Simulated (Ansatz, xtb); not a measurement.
# C7H8: which of two isomers lies lower

We compare X, `C#CCCCC#C`, a singlet, with Y, `C#CC(C)(C)C#C`, a singlet. Both are isolated molecules in the gas phase, relaxed with PBE-D3(BJ)/def2-SVP; each stands in its lowest conformer found.

X (Å):

```xyz
15

C    -1.5267   -1.6369   -0.6876
C    -0.5491   -1.2806   -0.0447
C     0.5951   -0.8224    0.7402
C     0.2652    0.3582    1.6755
C    -0.1714    1.6312    0.9229
C     0.8683    2.1799    0.0552
C     1.7602    2.6108   -0.6624
H    -2.3808   -1.9635   -1.2634
H     1.4151   -0.5210    0.0508
H     0.9907   -1.6696    1.3412
H     1.1603    0.5828    2.2914
H    -0.5469    0.0620    2.3709
H    -1.0735    1.4008    0.3133
H    -0.4826    2.4053    1.6574
H     2.5378    3.0039   -1.3015
```

Y (Å):

```yaml
atoms:
  - { symbol: C, position_ang: [1.0501, -2.0488, 2.0206] }
  - { symbol: C, position_ang: [0.8384, -1.0933, 1.2888] }
  - { symbol: C, position_ang: [0.6213, 0.0661, 0.3992] }
  - { symbol: C, position_ang: [1.3057, 1.3205, 1.0091] }
  - { symbol: C, position_ang: [1.2227, -0.2374, -1.0010] }
  - { symbol: C, position_ang: [-0.8294, 0.3133, 0.2675] }
  - { symbol: C, position_ang: [-2.0226, 0.5428, 0.1388] }
  - { symbol: H, position_ang: [1.2254, -2.8951, 2.6692] }
  - { symbol: H, position_ang: [1.1442, 2.1940, 0.3475] }
  - { symbol: H, position_ang: [2.3936, 1.1402, 1.1126] }
  - { symbol: H, position_ang: [0.8865, 1.5481, 2.0071] }
  - { symbol: H, position_ang: [1.0607, 0.6277, -1.6734] }
  - { symbol: H, position_ang: [2.3102, -0.4260, -0.9083] }
  - { symbol: H, position_ang: [0.7439, -1.1291, -1.4472] }
  - { symbol: H, position_ang: [-3.0804, 0.7365, 0.0324] }
```

Problem. Estimate which is lower in electronic energy at CCSD(T)/def2-SVP + ΔMP2/def2-TZVPP, and by roughly how much.

Solution. CCSD(T)/def2-SVP + ΔMP2/def2-TZVPP gives E(Y) − E(X) = +4.01 kJ/mol, slightly favouring structure X, which is too small a margin to settle the true order.

The same difference at several levels:

| level | geometry | E(Y) − E(X) (kJ/mol) | departure from the last row (kJ/mol) | job, with rough time for the two |
| --- | --- | --- | --- | --- |
| GFN2-xTB | GFN2-xTB | −1.01 | −5.02 | optimisation, 0.18 s |
| HF/STO-3G | GFN2-xTB | +7.96 | +3.94 | single point, 0.54 s |
| r2SCAN-D4/def2-SVP | GFN2-xTB | +14.09 | +10.08 | single point, 6.5 s |
| PBE-D3(BJ)/def2-SVP | PBE-D3(BJ)/def2-SVP | +17.51 | +13.49 | optimisation, 35 s |
| HF/def2-SVP | PBE-D3(BJ)/def2-SVP | +15.27 | +11.26 | part of the CCSD(T) run |
| MP2/def2-SVP | PBE-D3(BJ)/def2-SVP | −1.43 | −5.44 | part of the CCSD(T) run |
| CCSD(T)/def2-SVP | PBE-D3(BJ)/def2-SVP | +2.43 | −1.59 | single point |
| CCSD(T)/def2-SVP + ΔMP2/def2-TZVPP | PBE-D3(BJ)/def2-SVP | +4.01 |  | single point, 2.3 min |

As drawn, both hold the same kinds of bond in the same numbers. Structure X has 0 methyl groups, Y 2.

The largest departure from CCSD(T)/def2-SVP + ΔMP2/def2-TZVPP is that of PBE-D3(BJ)/def2-SVP, 13.49 kJ/mol. The last row adds to CCSD(T) the change of the MP2 difference between the two basis sets, here +1.59 kJ/mol.

With thermal terms from frequencies at re-optimised GFN2-xTB minima (ideal gas, soft modes damped towards free rotors, one conformer each, 298.15 K, 1 atm): on the last row, ΔE + ΔZPE = +1.34, ΔH = +2.67, ΔG = +1.74 kJ/mol.

The correlated steps freeze 7 core orbitals. Codes used: Ansatz 0.2.0, xtb 6.7.1; the last row on 2 threads of Arm Neoverse V1 on a shared host.
